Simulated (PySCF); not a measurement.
How methods differ on the ionisation energy of B²⁺

B²⁺ [He] 2s1 (2S) → B³⁺ 1s2 (1S), as a difference of total energies. Calculation: PySCF 2.14, in aug-cc-pVQZ-DK (6s5p4d3f2g, 80 functions); scalar relativity by spin-free X2C-1e. The calculations carry no spin-orbit coupling.

| method | ionisation energy (eV) | error (eV) |
| --- | --- | --- |
| UHF | 37.829 | -0.102 |
| LDA | 37.904 | -0.027 |
| PBE | 38.294 | +0.363 |
| PBE0 | 38.237 | +0.306 |
| r2SCAN | 37.860 | -0.071 |
| M06 | 37.656 | -0.275 |
| PW91 | 38.359 | +0.428 |
| LC-wPBE | 38.375 | +0.444 |

Reference: 37.931 eV (measured; NIST Atomic Spectra Database, ionization energies).
